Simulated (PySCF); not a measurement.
Compound: C4H14O2Si3.
Cartesian coordinates in Å at the PBE0-D3(BJ)/def2-SVP level; atoms count from 1:
```xyz
23
C4H14O2Si3 angstrom
O      0.899    1.471    2.363
Si     1.013    0.937    0.796
O      2.526    0.330    0.524
Si     3.792   -0.426   -0.219
C     -0.296   -0.385    0.606
Si    -0.036   -1.295   -1.032
C     -1.657    0.247    0.860
C     -2.956   -0.418    0.508
C     -2.508    0.796   -0.251
H      1.473    2.199    2.617
H      0.795    2.065   -0.156
H      3.824   -1.871    0.154
H      3.673   -0.306   -1.704
H      5.065    0.215    0.224
H     -0.084   -1.130    1.397
H      0.178   -0.333   -2.159
H      1.186   -2.148   -0.920
H     -1.187   -2.180   -1.392
H     -1.685    0.829    1.789
H     -3.787   -0.315    1.211
H     -2.923   -1.384   -0.004
H     -2.165    0.655   -1.281
H     -3.030    1.742   -0.090
```

Method used: PBE0-D3(BJ)/def2-SVP geometry optimisation, gas phase in PySCF.

Take the most abundant isotopes and a rigid rotor. The values belong to one conformer with, in the numbering `[OH:1][Si@@H:2]([O:3][SiH3:4])[C@H:5]([SiH3:6])[CH:7]1[CH2:8][CH2:9]1`, H–O1–Si2–O3 63°, O1–Si2–O3–Si4 172°, O1–Si2–C5–Si6 -169°, Si2–C5–C7–C8 166°.

Q: Give the principal moments of inertia and the rotational constants in MHz.

A: Ia = 323.70, Ib = 843.60, Ic = 1087.37 u·Å²; 505379 MHz·u·Å²/I gives A = 1561, B = 599.1, C = 464.8 MHz.

Q: What kind of rotor is it?

A: An asymmetric top; Ray's κ = -0.755.

Q: Is it planar, by Δ = Ic − Ia − Ib?

A: Not planar: Δ = Ic − Ia − Ib = -79.93 u·Å². For a rigid frame Δ = −2 Σ m c², so Σ m c² = 39.96 u·Å² lies off the ab plane: 17.92 from hydrogen and 22.04 from heavier atoms. The atom farthest from that plane is 1.78 Å away.

Q: List the rotational levels J(Ka,Kc) to J = 3 (MHz).

A: Above 0(0,0):
J = 1: 1(0,1) 1064, 1(1,1) 2026, 1(1,0) 2160
J = 2: 2(0,2) 3178, 2(1,2) 4019, 2(1,1) 4422, 2(2,1) 7309, 2(2,0) 7322
J = 3: 3(0,3) 6318, 3(1,3) 7002, 3(1,2) 7807, 3(2,2) 10500, 3(2,1) 10565, 3(3,1) 15655, 3(3,0) 15656
Those of J = 1 are B + C, A + C and A + B.

Q: Which types of transition are allowed, and where do some lines up to J = 3 fall?

A: The dipole components are |μa| = 0.18 D, |μb| = 0.86 D, |μc| = 0.34 D. Intensities carry the squares of the components, which stand as 0.04 : 1.00 : 0.16 (a : b : c). Some lines, for components of 0.1 D or more:

| type | branch | J(Ka,Kc) | MHz | lower level (cm⁻¹) |
| --- | --- | --- | --- | --- |
| a | Q | 2(1,1) ← 2(1,2) | 403 | 0.134 |
| c | Q | 3(1,3) ← 3(0,3) | 683 | 0.211 |
| a | Q | 3(1,2) ← 3(1,3) | 805 | 0.234 |
| b | Q | 1(1,0) ← 1(0,1) | 1096 | 0.035 |
| b | R | 2(0,2) ← 1(1,1) | 1152 | 0.068 |
| b | R | 1(1,1) ← 0(0,0) | 2026 | 0.000 |
| a | R | 2(0,2) ← 1(0,1) | 2115 | 0.035 |
| b | R | 3(0,3) ← 2(1,2) | 2299 | 0.134 |
| a | R | 3(2,2) ← 2(2,1) | 3192 | 0.244 |
| a | R | 3(1,2) ← 2(1,1) | 3384 | 0.148 |
| b | Q | 3(2,2) ← 3(1,3) | 3499 | 0.234 |
| b | R | 2(2,0) ← 1(1,1) | 5296 | 0.068 |
| b | R | 3(2,1) ← 2(1,2) | 6546 | 0.134 |
| c | R | 3(3,0) ← 2(2,0) | 8334 | 0.244 |

Q: Estimate the classical rotational partition function at 50 K, 200 K and 298.15 K.

A: Point group C1, symmetry number σ = 1; q = (√π/σ)·√((kT/h)³/(ABC)), k/h = 20836.6 MHz/K: 90400 at 50 K, 723000 at 200 K, 1320000 at 298.15 K.

Whether it is a minimum is left open (no frequencies). No vibrational averaging or centrifugal distortion is included, and the geometry carries the error of its method. A rigid rotor knows nothing of internal rotation, which can split or shift real lines.
